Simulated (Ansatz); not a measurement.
Geometry optimisation, UKS PBE-D4/def2-SVP in Ansatz 0.2.0.

input.yaml

```yaml
crystal:
  periodic: [false, false, false]
  atoms:
    - { symbol: Zr, position_ang: [-0.013815, -0.059483, 0.645071] }
    - { symbol: Cl, position_ang: [-1.602612, 0.671648, 2.502808] }
    - { symbol: F, position_ang: [1.805235, -0.054419, 0.053734] }
    - { symbol: F, position_ang: [-0.746391, 1.291696, -0.497777] }
    - { symbol: "N", position_ang: [-0.831396, -1.685178, -0.320174] }
    - { symbol: H, position_ang: [-1.780259, -1.716515, -0.72218] }
    - { symbol: H, position_ang: [-0.33086, -2.529052, -0.63851] }
    - { symbol: F, position_ang: [0.812298, -0.578696, 2.437427] }
magnetization:
  spin_polarized: true
  initial_magnetization: 1
basis:
  gaussian: { orbitals: def2-SVP }
hamiltonian:
  xc: pbe
  dispersion: d4
relax:
  f_tol: 0.03
  max_steps: 50
output:
  orbitals: {}
```

Command:

```bash
$ ansatz run input.yaml --threads 4 --pin off --max-ram 5120MiB --backend cpu --events-out ev --progress --plain --runs-dir out
```

Where does it end, and by what steps?

It converged. After 14 steps the energy has fallen by 1.209 eV; Cl2 moved furthest, 1.45 Å.

```json
{"step": "0", "energy less start (eV)": "0.0000", "largest force component (eV/Å)": "1.401", "accepted": "yes"}
{"step": "1", "energy less start (eV)": "-0.1806", "largest force component (eV/Å)": "0.847", "accepted": "yes"}
{"step": "2", "energy less start (eV)": "-0.2730", "largest force component (eV/Å)": "0.418", "accepted": "yes"}
{"step": "3", "energy less start (eV)": "-0.3483", "largest force component (eV/Å)": "0.342", "accepted": "yes"}
{"step": "4", "energy less start (eV)": "-0.4576", "largest force component (eV/Å)": "0.313", "accepted": "yes"}
{"step": "5", "energy less start (eV)": "-0.6081", "largest force component (eV/Å)": "0.376", "accepted": "yes"}
{"step": "6", "energy less start (eV)": "-0.7873", "largest force component (eV/Å)": "0.369", "accepted": "yes"}
{"step": "7", "energy less start (eV)": "-0.9657", "largest force component (eV/Å)": "0.307", "accepted": "yes"}
{"step": "8", "energy less start (eV)": "-1.1220", "largest force component (eV/Å)": "0.454", "accepted": "yes"}
{"step": "9", "energy less start (eV)": "-1.1753", "largest force component (eV/Å)": "0.763", "accepted": "yes"}
{"step": "10", "energy less start (eV)": "-1.1875", "largest force component (eV/Å)": "0.675", "accepted": "yes"}
{"step": "11", "energy less start (eV)": "-1.1961", "largest force component (eV/Å)": "0.468", "accepted": "yes"}
{"step": "12", "energy less start (eV)": "-1.2070", "largest force component (eV/Å)": "0.088", "accepted": "yes"}
{"step": "13", "energy less start (eV)": "-1.2084", "largest force component (eV/Å)": "0.044", "accepted": "yes"}
{"step": "14", "energy less start (eV)": "-1.2094", "largest force component (eV/Å)": "0.030", "accepted": "yes"}
```

```xyz
8
Properties=species:S:1:pos:R:3
Zr 0.206 0.084 0.715
Cl -2.011 -0.522 1.785
F 1.665 -0.377 -0.450
F -0.222 1.853 0.139
N -0.896 -1.605 -0.264
H -1.710 -1.504 -0.889
H -0.875 -2.586 0.058
F 1.156 -0.003 2.368
```

Run time: 57 s on 4 threads of Arm Neoverse V1, on a shared host, peak memory 0.31 GiB.
